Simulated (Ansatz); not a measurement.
`[SiH3]O[SiH2][GaH2]` + `[OH][SbH2]` → `[GaH2][O][SbH2]` + `[SiH3]O[SiH3]` at 600 K and 1 bar (cleavage of the Ga–Si bond).

Computed with Ansatz on PBE0-D4/def2-TZVP structures; ΔE is electronic, products minus reactants. CBS: MP2 limit from def2 TZ/QZ plus the TZ coupled-cluster correction, frozen cores. Elements past krypton have def2 core potentials. For Ga, Sb outer-core shells are correlated without core-valence functions, which leaves a few kJ/mol of doubt a bond. Scalar relativity is left out up to krypton. Each species was taken in one conformer, which may not be the lowest.

```tsv
species	CCSD(T)/CBS energy (Eh)	H − E (kJ/mol)	S (J/(mol·K))
`[SiH3]O[SiH2][GaH2]`	-2581.53792	229.9	476.8
`[OH][SbH2]`	-316.98030	103.5	324.2
`[GaH2][O][SbH2]`	-2241.53579	130.8	421.4
`[SiH3]O[SiH3]`	-657.01000	196.4	409.1
```

H − E and S are ideal-gas, rigid-rotor, harmonic terms from PBE0-D4/def2-TZVP, for one conformer and one mirror image of each species. 1 Eh = 2625.50 kJ/mol, R = 8.31446 J/(mol·K).

**Question.** By hand: ΔE, ΔH, ΔS and ΔG.

**Answer.** ΔE = (-2241.53579) + (-657.01000) − (-2581.53792) − (-316.98030) = -0.02757 Eh = -72.4 kJ/mol. Δ(H − E) = 130.8 + 196.4 − 229.9 − 103.5 = -6.2, so ΔH = -78.6 kJ/mol. ΔS = 421.4 + 409.1 − 476.8 − 324.2 = 29.5 J/(mol·K). ΔG = -78.6 − 600 × (29.5)/1000 = -96.3 kJ/mol.

**Question.** By hand: the equilibrium constant, and the temperature at which ΔG would vanish if ΔH and ΔS stayed fixed.

**Answer.** log₁₀ K = −ΔG/(RT ln 10) = 8.4. ΔH and −TΔS have one sign here, so there is no such temperature.

ΔH outweighs TΔS. A doubt of 5 kJ/mol in ΔE shifts log₁₀ K by 0.4 here. Other conformers and mirror images would add mixing entropy, several J/(mol·K) or more a flexible species. Modes under 60 cm⁻¹, often nearly free rotors, make the harmonic entropy too high. These are equilibria of isolated gas molecules and say nothing of rates. Largest T1 diagnostic: 0.016 (customary marks: 0.02 for closed shells, 0.045 for open ones).
